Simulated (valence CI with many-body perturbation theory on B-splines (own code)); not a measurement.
## V10+: electric-dipole lines

Calculated by relativistic CI+MBPT: three valence electrons over a frozen Dirac-Fock core [Ne], radial functions for each j: 11 s, 11 p, 10 d, 8 f, 5 g, 2 h, with the one-electron correlation potential Σ1, the two-electron term Σ2, the three-electron term Σ3, Breit, model QED; selected CI, second order for the rest, scaled by the run's own slope (own B-spline code, finite nucleus).

No measured levels were compared; by estimate levels of excited configurations hold to 0.05 to 0.15 % of their energy, terms of the ground configuration to about 0.5 %.

Lines 1 to 50 of 585 in falling wavelength, among levels below 159.98 eV, chosen from the strongest by gf and those to the six lowest levels. Wavelengths and rates use the calculated energies, so an error of 200 cm⁻¹ moves a line at 1581 Å by 0.32 % and its rate by three times that or more. Electric multipoles are in the length gauge, E1 and E2 with the static RPA response of the core. Weak lines are less certain than strong ones. Lines between different terms over intervals too small for the method are left out, as are lines whose strength nearly cancels. Where a level lies close to another of its J and parity, the split of strength between their lines is uncertain. The highest levels of a list are the least certain.

Names give the largest LS component (configuration and term), which can be under half, so a name can repeat, a term be missing and a line seem to break the LS rules; names also repeat where a configuration has a term twice. Letters in brackets count levels of one name in rising energy.

| λ vac (Å) | Upper | Lower | A (s⁻¹) | S (a.u.) |
| --- | --- | --- | --- | --- |
| 1581 | 3s3p4p ²P_3/2 | 3s3p4s ²P°_3/2 [a] | 1.31e+08 | 1.02e+00 |
| 1473 | 3s²4f ²F°_7/2 | 3s²4d ²D_5/2 | 4.76e+08 | 6.01e+00 |
| 1466 | 3s²4f ²F°_5/2 | 3s²4d ²D_3/2 | 4.51e+08 | 4.21e+00 |
| 1209 | 3s3p4p ²D_3/2 | 3s3p4s ²P°_3/2 [a] | 2.35e+08 | 8.20e-01 |
| 1208 | 3s3p4p ⁴D_5/2 | 3s3p4s ⁴P°_5/2 | 1.60e+08 | 8.34e-01 |
| 1201 | 3s3p4p ⁴D_3/2 | 3s3p4s ⁴P°_3/2 | 3.71e+08 | 1.27e+00 |
| 1198 | 3s3p4p ⁴D_1/2 | 3s3p4s ⁴P°_1/2 | 4.76e+08 | 8.08e-01 |
| 1134 | 3s3p4p ²D_5/2 | 3s3p4s ²P°_3/2 [a] | 9.39e+08 | 4.06e+00 |
| 1130 | 3s3p4p ⁴D_7/2 | 3s3p4s ⁴P°_5/2 | 1.08e+09 | 6.15e+00 |
| 1124 | 3s3p4p ⁴D_5/2 | 3s3p4s ⁴P°_3/2 | 8.96e+08 | 3.77e+00 |
| 1118 | 3s3p4p ²D_3/2 | 3s3p4s ²P°_1/2 [a] | 6.22e+08 | 1.72e+00 |
| 1113 | 3s²4p ²P°_1/2 | 3s²4s ²S_1/2 | 1.01e+09 | 1.37e+00 |
| 1103 | 3s3p4p ²P_3/2 | 3s3p4s ⁴P°_1/2 | 4.54e+08 | 1.20e+00 |
| 1073 | 3s²4p ²P°_3/2 | 3s²4s ²S_1/2 | 1.12e+09 | 2.73e+00 |
| 1043 | 3s3p4p ⁴P_1/2 | 3s3p4s ⁴P°_3/2 | 1.18e+09 | 1.32e+00 |
| 1042 | 3s3p4p ⁴P_5/2 | 3s3p4s ⁴P°_5/2 | 1.07e+09 | 3.58e+00 |
| 1020 | 3s3p4p ⁴P_3/2 | 3s3p4s ⁴P°_3/2 | 5.44e+08 | 1.14e+00 |
| 1016 | 3s3p4p ⁴S_3/2 | 3s3p4s ⁴P°_5/2 | 1.12e+09 | 2.32e+00 |
| 989.0 | 3s3p4p ⁴P_3/2 | 3s3p4s ⁴P°_1/2 | 6.35e+08 | 1.21e+00 |
| 978.6 | 3s3p4p ⁴P_5/2 | 3s3p4s ⁴P°_3/2 | 3.00e+08 | 8.33e-01 |
| 955.9 | 3s3p4p ⁴S_3/2 | 3s3p4s ⁴P°_3/2 | 2.89e+08 | 4.99e-01 |
| 940.7 | 3s3p4p ²S_1/2 | 3s3p4s ²P°_3/2 [a] | 1.23e+09 | 1.01e+00 |
| 856.6 | 3s²4d ²D_3/2 | 3s²4p ²P°_3/2 | 4.51e+08 | 5.59e-01 |
| 853.0 | 3s²4d ²D_5/2 | 3s²4p ²P°_3/2 | 2.73e+09 | 5.02e+00 |
| 832.9 | 3s²4d ²D_3/2 | 3s²4p ²P°_1/2 | 2.42e+09 | 2.76e+00 |
| 703.2 | 3p³ ²D°_5/2 | 3s3p² ²P_3/2 | 4.27e+08 | 4.40e-01 |
| 663.8 | 3p²3d ²G_7/2 | 3s3p3d ²F°_5/2 [b] | 5.75e+08 | 6.64e-01 |
| 649.1 | 3p²3d ²G_9/2 | 3s3p3d ²F°_7/2 [b] | 6.29e+08 | 8.50e-01 |
| 636.3 | 3p3d² ²F°_7/2 [a] | 3s3d² ²D_5/2 | 4.57e+08 | 4.65e-01 |
| 615.5 | 3p²3d ²F_7/2 [a] | 3s3p3d ²F°_7/2 [a] | 5.80e+08 | 5.34e-01 |
| 600.9 | 3p²3d ²F_5/2 [a] | 3s3p3d ²F°_5/2 [a] | 7.57e+08 | 4.86e-01 |
| 570.8 | 3s3p² ⁴P_5/2 | 3s²3p ²P°_3/2 | 6.85e+06 | 3.77e-03 |
| 568.1 | 3s3p² ⁴P_1/2 | 3s²3p ²P°_1/2 | 6.89e+06 | 1.25e-03 |
| 555.7 | 3p3d² ²G°_9/2 [a] | 3s3d² ²G_9/2 | 4.72e+08 | 4.00e-01 |
| 547.0 | 3p3d² ²G°_7/2 [a] | 3s3d² ²G_7/2 | 6.43e+08 | 4.15e-01 |
| 544.0 | 3p3d² ⁴F°_9/2 | 3s3d² ²G_9/2 | 5.01e+08 | 3.98e-01 |
| 527.1 | 3p3d² ⁴G°_5/2 | 3s3d² ⁴F_3/2 | 2.13e+09 | 9.22e-01 |
| 522.7 | 3p3d² ⁴G°_7/2 | 3s3d² ⁴F_7/2 | 4.66e+08 | 2.63e-01 |
| 521.4 | 3p3d² ⁴G°_7/2 | 3s3d² ⁴F_5/2 | 2.19e+09 | 1.23e+00 |
| 520.7 | 3p²3d ²F_5/2 [a] | 3s3p3d ²D°_3/2 [a] | 1.10e+09 | 4.60e-01 |
| 516.6 | 3p²3d ²D_3/2 [b] | 3s3p3d ²P°_1/2 [b] | 9.74e+08 | 2.65e-01 |
| 514.3 | 3p3d² ⁴G°_9/2 | 3s3d² ⁴F_7/2 | 2.47e+09 | 1.66e+00 |
| 513.7 | 3p³ ²P°_3/2 | 3s3p² ²P_3/2 | 1.70e+09 | 4.55e-01 |
| 512.0 | 3p3d² ²P°_1/2 [b] | 3s3d² ²S_1/2 | 2.27e+09 | 3.01e-01 |
| 511.5 | 3p3d² ²H°_9/2 | 3s3d² ²G_7/2 | 4.09e+09 | 2.70e+00 |
| 511.2 | 3p²3d ²F_7/2 [a] | 3s3p3d ²D°_5/2 [a] | 1.11e+09 | 5.84e-01 |
| 507.9 | 3p3d² ²F°_5/2 [b] | 3s3d² ²F_5/2 | 6.98e+08 | 2.71e-01 |
| 505.5 | 3p3d² ⁴G°_11/2 | 3s3d² ⁴F_9/2 | 2.96e+09 | 2.27e+00 |
| 505.4 | 3p²3d ²D_5/2 [b] | 3s3p3d ²P°_3/2 [b] | 1.49e+09 | 5.68e-01 |
| 502.9 | 3p³ ²P°_1/2 | 3s3p² ²P_1/2 | 1.98e+09 | 2.49e-01 |
